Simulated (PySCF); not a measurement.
C2H7BO3. Atoms are numbered in the order given.

```xyz
13

B     -0.1363     0.1461     0.3776
O     -0.0679     0.1183     1.7394
H     -0.6945     0.7388     2.1243
O      0.6670    -0.6563    -0.3705
C      1.5670    -1.5385     0.2460
H      1.0440    -2.2939     0.8558
H      2.1365    -2.0554    -0.5398
H      2.2746    -1.0067     0.9032
O     -1.0226     0.9839    -0.2306
C     -1.1112     1.0519    -1.6292
H     -1.0174     0.0579    -2.0944
H     -2.0876     1.4824    -1.8958
H     -0.3216     1.6988    -2.0480
```

The structure is a stationary point at PBE0-D3(BJ)/def2-SVP. Other conformers were not sampled.

These are PBE/def2-TZVP run with PySCF values and carry that method's errors.

ESP charges are fitted to the potential on shells at 1.4 to 2.0 van der Waals radii. Atomic charges (e):

```json
[
 {"atom": "B1", "ESP fit": "0.77", "Mulliken": "0.27", "Löwdin": "-1.14"},
 {"atom": "O2", "ESP fit": "?", "Mulliken": "-0.40", "Löwdin": "0.20"},
 {"atom": "H3", "ESP fit": "?", "Mulliken": "0.32", "Löwdin": "0.21"},
 {"atom": "O4", "ESP fit": "-0.26", "Mulliken": "-0.26", "Löwdin": "0.35"},
 {"atom": "C5", "ESP fit": "-0.35", "Mulliken": "-0.20", "Löwdin": "-0.32"},
 {"atom": "H6", "ESP fit": "?", "Mulliken": "0.12", "Löwdin": "0.11"},
 {"atom": "H7", "ESP fit": "?", "Mulliken": "0.13", "Löwdin": "0.11"},
 {"atom": "H8", "ESP fit": "?", "Mulliken": "0.12", "Löwdin": "0.11"},
 {"atom": "O9", "ESP fit": "-0.43", "Mulliken": "-0.26", "Löwdin": "0.34"},
 {"atom": "C10", "ESP fit": "-0.16", "Mulliken": "-0.19", "Löwdin": "-0.33"},
 {"atom": "H11", "ESP fit": "?", "Mulliken": "0.12", "Löwdin": "0.12"},
 {"atom": "H12", "ESP fit": "?", "Mulliken": "0.12", "Löwdin": "0.11"},
 {"atom": "H13", "ESP fit": "?", "Mulliken": "0.11", "Löwdin": "0.11"}
]
```

Complete the blanks. (Estimate from the structure and the level; the computed values follow.)


- O2, ESP fit: -0.68
- H3, ESP fit: 0.40
- H6, ESP fit: 0.14
- H7, ESP fit: 0.14
- H8, ESP fit: 0.14
- H11, ESP fit: 0.07
- H12, ESP fit: 0.13
- H13, ESP fit: 0.09

Computed Mayer and Wiberg (Löwdin basis) orders of the bonds:
```
bond     Mayer  Wiberg
-------  -----  ------
B1–O2     1.34    1.96
O2–H3     0.88    0.94
B1–O4     1.26    1.81
O4–C5     0.96    1.43
C5–H6     0.97    0.93
C5–H7     0.97    0.94
C5–H8     0.97    0.93
B1–O9     1.28    1.81
O9–C10    0.95    1.43
C10–H11   0.96    0.92
C10–H12   0.97    0.94
C10–H13   0.97    0.93
```
